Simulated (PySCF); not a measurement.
C2H6O2Si, SMILES O(C(=O)C)[SiH3]. Geometry: r2SCAN-D4/def2-SVP.

Question: Give the equilibrium geometry at r2SCAN-D4/def2-SVP (PySCF confirms it by a frequency run) as a Z-matrix, and its point group. (Estimate from the structure and the level; the computed values follow.)

Answer: point group Cs.
```
C
O 1 1.2108
O 1 1.3502 2 121.48
C 1 1.4991 2 125.89 3 180.00
H 4 1.0958 1 110.10 2 0.00
H 4 1.1005 5 110.37 1 121.09
H 4 1.1005 5 110.37 6 117.83
Si 3 1.7213 1 116.14 2 0.00
H 8 1.4858 3 110.58 1 62.23
H 8 1.4858 9 111.87 3 123.72
H 8 1.4859 9 110.41 10 123.38
```
